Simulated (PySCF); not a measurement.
**Computed properties of B(F)2(OH) (BF2HO), SMILES B(F)(O)F**

B(F)2(OH) (BF2HO), SMILES FB(O)F. Geometry optimised at B3LYP-D3(BJ)/def2-TZVP. Other conformers were not sampled. All values are computed for the isolated molecule unless a solvent is named; none is compared with measurement here.

**Structure.** The optimised structure has Cs symmetry. All 9 harmonic modes at B3LYP-D3(BJ)/def2-TZVP (PySCF) are real, so it is a minimum. With heavy atoms numbered as in [B:1]([F:2])([F:3])[OH:4], the shortest bond between them is B1–F3 at 1.322 Å and the longest B1–O4 at 1.348 Å.

**Vibrations.** The strongest infrared lines (harmonic, unscaled, degenerate partners summed) lie at 1424 cm⁻¹ (446 km/mol, B 73 %, F 18 %), 1485 cm⁻¹ (415 km/mol, B 75 %, O 13 %, F 10 %), 1000 cm⁻¹ (118 km/mol, H 75 %, O 15 %, F 8 %). The softest mode is at 442 cm⁻¹ and the zero-point energy is 15.4 kcal/mol.

**Electronic structure.** r2SCAN/def2-TZVPD (PySCF) places the frontier levels at -9.39 and -0.32 eV, a gap of 9.07 eV, and gives a dipole moment of 1.95 D and a mean polarisability of 20.3 bohr³.

**Excitations.** TDA-PBE0/def2-SVPD (PySCF) has S1 at 9.16 eV (135 nm, f = 0.028, weak); the most intense of the 10 singlets computed lies at 11.17 eV (f = 0.18). T1 (TDA) is at 8.79 eV, 0.37 eV under S1. No vertical singlet excitation falls in the visible range (under 3.1 eV).

**NMR.** GIAO shifts at B3LYP/pcSseg-2 (PySCF) (non-relativistic, atoms alike by connectivity averaged): ¹H at 3.7 ppm against TMS; ¹⁹F at -148.4 ppm against CFCl3; ¹¹B at 3.6 ppm against BF3.
